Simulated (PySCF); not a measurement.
**Spinor energies of Mn(19+) (manganese, charge +19)**

Start: [He] 2s2 2p2; 2p1/2 filled at m_j = -1/2, +1/2. Calculated with PySCF 2.14 in an uncontracted even-tempered set (17 s from 4.6 bohr⁻², ratio 2.4; 11 p from 6 bohr⁻², ratio 2.4; 5 d from 22 bohr⁻², ratio 2.6; 5 f from 33 bohr⁻², ratio 2.6): generalised Hartree-Fock with the X2C-1e Hamiltonian and a Gaussian nucleus; one run each with spin-orbit coupling (SO) switched off, then screened by Boettger's factors.

```csv
spinor shell,electrons,"ε, spin-free (eV)","ε, screened SO (eV)",weight of nominal j (screened SO),"rms radius, screened SO (bohr)"
1s1/2,2,-7603.7,-7602.6,1.000,0.0698
2s1/2,2,-1600.0,-1599.6,1.000,0.281
2p1/2,2,-1538.6,-1540.5,0.792,0.245
```

```tsv
quantity	spin-free	screened SO
E (hartree)	-865.75486	-866.04312
M_J	0	0
⟨J²⟩	2.000	0.800
⟨L²⟩	2.000	1.778
⟨S²⟩	2.000	1.768
```

The determinant has a definite M_J but mixes levels of different J.

Each row is a mean over spinors that exchange with the open shell spreads, by up to 30.061 eV (2s1/2).

Rows whose weight is well below 1 are mixtures of j = l ± 1/2: exchange outweighs spin-orbit coupling there, and the label is only the starting occupation.

Without spin-orbit coupling the j labels of p, d and f shells carry no meaning; the spin-free column gives the mean over the occupied spinors of each nl shell.
